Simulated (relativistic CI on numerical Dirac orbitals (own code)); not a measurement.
# Slater and spin-orbit integrals, Pt XIX

Computed by Dirac-Coulomb-Breit CI, orbitals from a KLI potential per configuration, model QED (radiative potential, 1s self-energy scaled to tabulated hydrogen-like ionisation energies), unscaled Slater integrals (own radial code, finite nucleus).

Slater integrals F^k, G^k are unscaled and averaged over j, outside the closed core [Kr]; ζ comes from projecting the Hamiltonian with its Breit term on Σ l·s of the shell.

- 4d10 4f12 5s2: F^2(4f,4f) = 214800, F^4(4f,4f) = 137990, F^6(4f,4f) = 100250, ζ(4f) = 8131.1 cm⁻¹; <r>(4f) = 0.4722, <r^2>(4f) = 0.2624 (bohr units).
- 4d10 4f13 5s: ζ(4f) = 7909.7, G^3(4f,5s) = 36957 cm⁻¹; <r>(4f) = 0.4778, <r^2>(4f) = 0.269, <r>(5s) = 0.8451, <r^2>(5s) = 0.7948 (bohr units).
- 4d10 4f12 5s 5p: F^2(4f,4f) = 215070, F^4(4f,4f) = 138180, F^6(4f,4f) = 100400, ζ(4f) = 8174.1, G^3(4f,5s) = 36344, F^2(4f,5p) = 88802, G^2(4f,5p) = 30998, G^4(4f,5p) = 27791, G^1(5s,5p) = 151780, ζ(5p) = 125020 cm⁻¹; <r>(4f) = 0.4718, <r^2>(4f) = 0.2618, <r>(5s) = 0.8412, <r^2>(5s) = 0.7874, <r>(5p) = 0.9086, <r^2>(5p) = 0.9212 (bohr units).

Averages of the first 10 configurations, taken without configuration mixing, which lowers the lowest level and can move excited configurations by several eV; other configurations of the list can lie among them:

```
   Configuration  Parity  States  Average energy above the lowest level (eV)
   4d10 4f12 5s2    even      91                                        25.7
       4d10 4f14    even       1                                         0.2
    4d10 4f13 5s     odd      28                                         9.2
 4d10 4f12 5s 5p     odd    1092                                        79.7
4d10 4f11 5s2 5p    even    2184                                       101.7
 4d10 4f12 5s 5d    even    1820                                       157.1
4d10 4f11 5s 5p2     odd   10920                                       158.4
    4d10 4f13 5d     odd     140                                       140.6
    4d9 4f13 5s2     odd     140                                       280.1
 4d10 4f12 5s 5g    even    3276                                       295.4
```
